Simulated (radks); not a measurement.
Computed order of ionisation of praseodymium. At each step one electron was removed from each of the four highest sub-shells of the ion before, moves of one valence electron (up to charge 6) and the configuration listed by NIST were tried, and the lowest configuration was kept. Level of theory: scalar-relativistic Kohn-Sham, LDA (Slater exchange, Perdew-Wang correlation), spin-polarised, spherical densities, finite nucleus; Fermi nuclear charge, rms radius of each element as measured or else 0.836 A^(1/3) + 0.57 fm (a radial shooting solver on a logarithmic mesh with Libxc functionals). Open shells are filled with parallel spins first.

| species | lowest configuration found | NIST configuration | margin to the next tried (eV) | IE (eV) | NIST IE (eV) | kind |
|---|---|---|---|---|---|---|
| Pr | [Xe] 4f3 6s2 | same | 0.980 | 5.625 | 5.470 | semi-emp. |
| Pr+ | [Xe] 4f3 6s1 | same | 1.916 | 11.057 | 10.63 | semi-emp. |
| Pr2+ | [Xe] 4f3 | same | 2.728 | 22.537 | 21.624 | exp. |
| Pr3+ | [Xe] 4f2 | same | 8.735 | 39.856 | 38.98 | semi-emp. |
| Pr4+ | [Xe] 4f1 | same | 13.039 | 59.499 | 57.53 | semi-emp. |
| Pr5+ | [Xe] | same | 8.312 | 83.794 | 82 | theory |
| Pr6+ | [Kr] 4d10 5s2 5p5 | differs (not computed) | 21.438 | 97.696 | 97 | theory |
| Pr7+ | [Kr] 4d10 5s2 5p4 | differs (not computed) | 22.058 | 111.81 | 112 | theory |
| Pr8+ | [Kr] 4d10 5s2 5p3 | differs (not computed) | 22.709 | 129.78 | 131 | theory |
| Pr9+ | [Kr] 4d10 5s2 5p2 | differs (not computed) | 19.526 | 145.01 | 148 | theory |
| Pr10+ | [Kr] 4d10 5s2 5p1 | same | 21.077 | 160.36 | 162 | theory |
| Pr11+ | [Kr] 4d10 5s2 | same | 22.908 | 200.79 | 196 | theory |
| Pr12+ | [Kr] 4d10 5s1 | same | 107.04 | 219.25 | 217.0 | semi-emp. |
| Pr13+ | [Kr] 4d10 | same | 109.93 | 351.51 | 350 | theory |

Reference values: NIST Atomic Spectra Database (exp. = measured, semi-emp. = semi-empirical, theory = theoretical value adopted there). Open shells are spherical and high-spin; term and fine-structure splittings are not resolved. Spin-orbit splitting is averaged out at the scalar-relativistic level.
